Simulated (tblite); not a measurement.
Species: C5H15OPSi.
Bonds: C1–C2, C2–C3, C3–C4, C3–C5, C3–O6, O6–Si7, Si7–P8. Hydrogens: H9, H10, H11 on C1; H12, H13 on C2; H14, H15, H16 on C4; H17, H18, H19 on C5; H20, H21 on Si7; H22, H23 on P8.

Computed with GFN2-xTB (tblite), gas phase: L-BFGS steps from a force-field or distance-geometry start until the largest atomic force falls under 0.01 eV/Å.

Step 44: E = -727.4968 eV
```
atom  x, y, z in Å  |  force x, y, z in eV/Å
C1     -1.9295    0.5607    1.6871    0.004  -0.008  -0.017
C2     -1.4544    1.0770    0.3337    0.009  -0.021  -0.008
C3     -0.4768    0.1277   -0.3861   -0.007  -0.008  -0.016
C4     -1.0865   -1.2550   -0.6119   -0.015   0.003   0.008
C5     -0.0763    0.7431   -1.7279   -0.001   0.012   0.004
O6      0.6601    0.0184    0.4424   -0.002  -0.013  -0.037
Si7     2.0460   -0.7742    0.2725    0.015  -0.003   0.027
P8      2.9578   -0.3182    2.2545    0.015  -0.006   0.019
H9     -2.5164    1.3269    2.1893    0.024  -0.010   0.000
H10    -1.0762    0.3087    2.3121   -0.003   0.014  -0.015
H11    -2.5521   -0.3225    1.5711   -0.011   0.002   0.011
H12    -0.9348    2.0268    0.4810   -0.029  -0.014  -0.011
H13    -2.3107    1.2518   -0.3212    0.007   0.018   0.031
H14    -2.0518   -1.1658   -1.1024    0.003   0.004  -0.019
H15    -0.4250   -1.8545   -1.2333   -0.010   0.026   0.007
H16    -1.2170   -1.7642    0.3379    0.017  -0.006   0.013
H17    -0.9576    0.9153   -2.3396    0.014  -0.003  -0.013
H18     0.6021    0.0804   -2.2593   -0.020  -0.013   0.016
H19     0.4294    1.6901   -1.5590   -0.001   0.022  -0.013
H20     2.8479   -0.3199   -0.8733   -0.013   0.024  -0.021
H21     1.8867   -2.2244    0.1087    0.002  -0.020   0.022
H22     3.5009    0.8930    1.8703    0.005   0.015   0.011
H23     4.1295   -0.9940    1.9763   -0.002  -0.016   0.000
```

Step 45: E = -727.4972 eV
```
atom  x, y, z in Å  |  force x, y, z in eV/Å
C1     -1.9271    0.5595    1.6880    0.002  -0.005  -0.020
C2     -1.4547    1.0772    0.3346    0.028  -0.028  -0.030
C3     -0.4786    0.1283   -0.3877    0.011  -0.016  -0.031
C4     -1.0885   -1.2546   -0.6137   -0.009   0.005   0.013
C5     -0.0781    0.7432   -1.7303    0.000   0.010   0.005
O6      0.6597    0.0185    0.4394    0.004  -0.019  -0.033
Si7     2.0466   -0.7734    0.2734    0.016   0.005   0.036
P8      2.9570   -0.3159    2.2574   -0.002  -0.005   0.002
H9     -2.5107    1.3260    2.1924    0.011   0.002   0.010
H10    -1.0738    0.3045    2.3112    0.008   0.011  -0.013
H11    -2.5521   -0.3215    1.5714   -0.017  -0.008   0.011
H12    -0.9338    2.0263    0.4800   -0.029  -0.006  -0.001
H13    -2.3117    1.2526   -0.3188   -0.002   0.019   0.028
H14    -2.0545   -1.1646   -1.1034    0.014  -0.002  -0.011
H15    -0.4271   -1.8539   -1.2360   -0.020   0.032   0.013
H16    -1.2172   -1.7640    0.3366    0.012  -0.003   0.001
H17    -0.9599    0.9151   -2.3422    0.026  -0.003  -0.005
H18     0.6004    0.0793   -2.2616   -0.033   0.002   0.027
H19     0.4283    1.6905   -1.5620   -0.010   0.008  -0.016
H20     2.8504   -0.3199   -0.8719   -0.018   0.022  -0.016
H21     1.8914   -2.2244    0.1130   -0.003  -0.019   0.019
H22     3.5024    0.8939    1.8716    0.008   0.011   0.012
H23     4.1268   -0.9956    1.9815    0.002  -0.013  -0.001
```

Step 46: E = -727.4977 eV
```
atom  x, y, z in Å  |  force x, y, z in eV/Å
C1     -1.9240    0.5579    1.6887   -0.001  -0.003  -0.016
C2     -1.4546    1.0769    0.3353    0.036  -0.026  -0.043
C3     -0.4805    0.1286   -0.3902    0.028  -0.018  -0.034
C4     -1.0912   -1.2541   -0.6158    0.000   0.006   0.013
C5     -0.0804    0.7436   -1.7333    0.000   0.005   0.004
O6      0.6592    0.0182    0.4349    0.013  -0.023  -0.021
Si7     2.0477   -0.7724    0.2751    0.015   0.009   0.031
P8      2.9560   -0.3128    2.2611   -0.017  -0.002  -0.015
H9     -2.5032    1.3249    2.1965    0.000   0.015   0.015
H10    -1.0706    0.2994    2.3097    0.021   0.005  -0.012
H11    -2.5524   -0.3204    1.5722   -0.019  -0.016   0.010
H12    -0.9331    2.0255    0.4787   -0.022   0.004   0.010
H13    -2.3128    1.2539   -0.3153   -0.014   0.015   0.016
H14    -2.0577   -1.1630   -1.1048    0.020  -0.008  -0.002
H15    -0.4300   -1.8527   -1.2391   -0.023   0.030   0.013
H16    -1.2172   -1.7638    0.3351    0.004   0.001  -0.011
H17    -0.9623    0.9147   -2.3456    0.031  -0.001   0.001
H18     0.5976    0.0781   -2.2640   -0.037   0.014   0.031
H19     0.4267    1.6912   -1.5661   -0.018  -0.008  -0.017
H20     2.8532   -0.3193   -0.8703   -0.025   0.017  -0.004
H21     1.8969   -2.2248    0.1186   -0.007  -0.011   0.017
H22     3.5045    0.8952    1.8733    0.011   0.003   0.014
H23     4.1236   -0.9977    1.9883    0.005  -0.008  -0.003
```

Q: Estimate the geometry and energy of step 47. (The exact step hangs on the optimiser's Hessian estimate; all steps are aligned on step 46, rigid shifts and turns removed.)

A: E = -727.4982 eV, largest force 0.045 eV/Å
```
atom  x, y, z in Å  |  force x, y, z in eV/Å
C1     -1.9211    0.5563    1.6891   -0.002  -0.002  -0.008
C2     -1.4541    1.0760    0.3352    0.025  -0.013  -0.035
C3     -0.4820    0.1286   -0.3933    0.032  -0.011  -0.021
C4     -1.0940   -1.2533   -0.6178    0.009   0.005   0.009
C5     -0.0829    0.7441   -1.7362    0.000   0.000   0.001
O6      0.6590    0.0175    0.4300    0.020  -0.023  -0.003
Si7     2.0492   -0.7714    0.2776    0.012   0.004   0.012
P8      2.9554   -0.3100    2.2646   -0.024   0.003  -0.021
H9     -2.4958    1.3241    2.2005   -0.005   0.018   0.011
H10    -1.0671    0.2945    2.3078    0.027  -0.001  -0.013
H11    -2.5531   -0.3196    1.5733   -0.015  -0.017   0.010
H12    -0.9329    2.0247    0.4774   -0.011   0.011   0.019
H13    -2.3142    1.2553   -0.3116   -0.021   0.008   0.000
H14    -2.0606   -1.1614   -1.1063    0.018  -0.013   0.007
H15    -0.4334   -1.8508   -1.2422   -0.017   0.016   0.005
H16    -1.2172   -1.7636    0.3333   -0.005   0.004  -0.016
H17    -0.9644    0.9144   -2.3489    0.023   0.002   0.001
H18     0.5940    0.0769   -2.2658   -0.026   0.016   0.023
H19     0.4247    1.6918   -1.5704   -0.020  -0.014  -0.014
H20     2.8557   -0.3184   -0.8683   -0.030   0.011   0.008
H21     1.9020   -2.2252    0.1249   -0.009   0.001   0.015
H22     3.5072    0.8965    1.8757    0.013  -0.005   0.015
H23     4.1208   -0.9999    1.9946    0.005  -0.002  -0.004
```

The energy changes by -0.0005 eV. The first-order estimate −F·Δx gives -0.0007 eV and the mean of the old and new forces, exact on a quadratic surface, -0.0005 eV. The step makes an angle of 78° with the force vector and moves no atom by more than 0.008 Å.

What follows is the cost of the whole relaxation. On an Arm Neoverse V1 with one thread, on a shared host, this took 0.77 s wall.
